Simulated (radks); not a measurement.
Values are calculated unless marked as measured or tabulated.
Te II, configuration [Kr] 4d10 5s2 5p3 (the NIST ground configuration).

Code: a radial shooting solver on a logarithmic mesh with Libxc functionals. Model: scalar-relativistic Kohn-Sham, PBE, spin-polarised, spherical densities, finite nucleus; open shells are filled with parallel spins first (spin-orbit coupling, left out, can overturn this in heavy ions); Fermi nuclear charge, rms radius 4.7423 fm.

Energy parts (eV):
| part | energy |
|---|---|
| total | -184873.573 |
| kinetic | 193690.141 |
| electron-nucleus | -446762.146 |
| Hartree | 72969.248 |
| exchange-correlation | -4770.816 |

Orbitals (lengths in bohr, moments of r in powers of bohr; r(max) is where P^2 peaks; r(90%) holds 90 % of the orbital's charge):
| orbital | occ. | eigenvalue (eV) | r(90%) | r(max) | <1/r> | <r^2> |
|---|---|---|---|---|---|---|
| 1s up | 1 | -31635.87 | 0.0500 | 0.01794 | 55.57 | 0.001048 |
| 1s down | 1 | -31635.78 | 0.0500 | 0.01794 | 55.57 | 0.001048 |
| 2s up | 1 | -4858.950 | 0.185 | 0.1014 | 12.72 | 0.01694 |
| 2s down | 1 | -4858.915 | 0.185 | 0.1014 | 12.72 | 0.01694 |
| 2p up | 3 | -4362.917 | 0.170 | 0.08123 | 12.18 | 0.01340 |
| 2p down | 3 | -4362.847 | 0.170 | 0.08123 | 12.18 | 0.01340 |
| 3s up | 1 | -974.0780 | 0.473 | 0.2926 | 4.545 | 0.1186 |
| 3s down | 1 | -974.0036 | 0.473 | 0.2926 | 4.545 | 0.1186 |
| 3p up | 3 | -812.8157 | 0.481 | 0.2863 | 4.323 | 0.1190 |
| 3p down | 3 | -812.7304 | 0.481 | 0.2863 | 4.323 | 0.1189 |
| 3d up | 5 | -568.9528 | 0.467 | 0.2379 | 4.088 | 0.1043 |
| 3d down | 5 | -568.8723 | 0.466 | 0.2379 | 4.088 | 0.1043 |
| 4s up | 1 | -173.3009 | 1.10 | 0.7010 | 1.822 | 0.6609 |
| 4s down | 1 | -173.1177 | 1.10 | 0.7012 | 1.821 | 0.6605 |
| 4p up | 3 | -123.3354 | 1.20 | 0.7379 | 1.663 | 0.7694 |
| 4p down | 3 | -123.1418 | 1.20 | 0.7381 | 1.664 | 0.7676 |
| 4d up | 5 | -50.6285 | 1.50 | 0.8109 | 1.366 | 1.116 |
| 4d down | 5 | -50.2793 | 1.48 | 0.8106 | 1.373 | 1.097 |
| 5s up | 1 | -24.2539 | 2.96 | 1.789 | 0.6350 | 4.675 |
| 5s down | 1 | -22.0650 | 2.96 | 1.761 | 0.6437 | 4.633 |
| 5p up | 3 | -14.5315 | 3.63 | 2.111 | 0.5185 | 6.887 |
| 5p down | 0 | -12.2306 | 3.73 | 2.094 | 0.5149 | 7.149 |
| 6s up | 0 | -5.1973 | 7.49 | 4.754 | 0.2429 | 30.56 |

The highest occupied level is 5p up at -14.531 eV. The density falls to 0.001 e/bohr^3 at r = 4.22 bohr. Spin moment in Bohr magnetons: 3. For comparison, the ionisation energy in NIST's Atomic Spectra Database is 18.6 eV (measured). In exact Kohn-Sham theory the highest level is minus the ionisation energy, but local and semilocal functionals leave it too shallow, through self-interaction and a potential that decays too fast; potentials with the right tail come closer.
